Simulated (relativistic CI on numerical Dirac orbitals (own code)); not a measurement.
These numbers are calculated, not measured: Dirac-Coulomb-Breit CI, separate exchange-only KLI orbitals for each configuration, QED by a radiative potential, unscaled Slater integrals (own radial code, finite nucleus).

The strongest absorption lines from the ground level of an ion, among the configurations computed and to levels below about 3690 eV (vacuum wavelength in Å, gf): 3.3644 (0.051), 3.3687 (0.027), 3.7499 (0.12), 3.7603 (0.065), 4.9856 (0.48), 5.0293 (0.26), 84.443 (0.1), 168.00 (0.025).

(1) Which ion is it?
A. Rb³⁴⁺
B. Tc⁴⁰⁺
C. Zr³⁷⁺
D. Ga²⁸⁺

Answers

(1) A. Rb³⁴⁺ has 3 electrons and the ground level 2s ²S1/2; the strongest line goes to 3p ²P°3/2. The pattern of lines fixes the number of electrons, and along that sequence the line energies rise steadily with the charge (about as its square where n changes within one kind of shell, about linearly where n is kept but much faster in heavy ions where fine structure, which grows about as Z⁴, sets the gap, and irregularly where shells cross), which fixes Z. Configurations outside the model, such as inner-shell arrays, can give stronger lines. At this charge energies of transitions that change n are usually good to better than 1 %, and those within a shell (Δn = 0) to a few per cent.
